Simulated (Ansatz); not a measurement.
`BN(C)BC` and `BN(C)[SiH2]S` differ in one atom or group.

Ansatz, PBE0-D4/def2-TZVP geometries, multiplicity 1. Each molecule was computed in one conformer, which needn't be the lowest.

```
                                        property  `BN(C)BC`
  size of the dipole moment (PBE/def2-TZVPP) / D       1.85
             LUMO energy (B3LYP/def2-TZVPP) / eV      -1.08
            HOMO–LUMO gap (PBE0/def2-TZVPP) / eV       7.63
size of the dipole moment (B3LYP/def2-TZVPP) / D       1.74
              LUMO energy (PBE0/def2-TZVPP) / eV      -0.87
             HOMO–LUMO gap (PBE/def2-TZVPP) / eV       5.39
```

(1) What does the change do to each property? (Estimate.)

Results:

(1) Computed: 
| property | `BN(C)[SiH2]S` | shift |
| --- | --- | --- |
| size of the dipole moment (PBE/def2-TZVPP) / D | 1.72 | -0.13 |
| LUMO energy (B3LYP/def2-TZVPP) / eV | -0.46 | 0.62 |
| HOMO–LUMO gap (PBE0/def2-TZVPP) / eV | 7.44 | -0.19 |
| size of the dipole moment (B3LYP/def2-TZVPP) / D | 1.71 | -0.03 |
| LUMO energy (PBE0/def2-TZVPP) / eV | -0.23 | 0.64 |
| HOMO–LUMO gap (PBE/def2-TZVPP) / eV | 5.28 | -0.11 |

With PBE0 the HOMO rises by 0.83 eV and the LUMO rises by 0.64 eV, so the gap narrows by about 0.19 eV. PBE moves the HOMO by 0.83 eV and ωB97M-V by 0.94 eV. Dipoles are sizes alone; their direction can turn.

B3LYP here is the variant with VWN-RPA as its local correlation; programs differ in this.
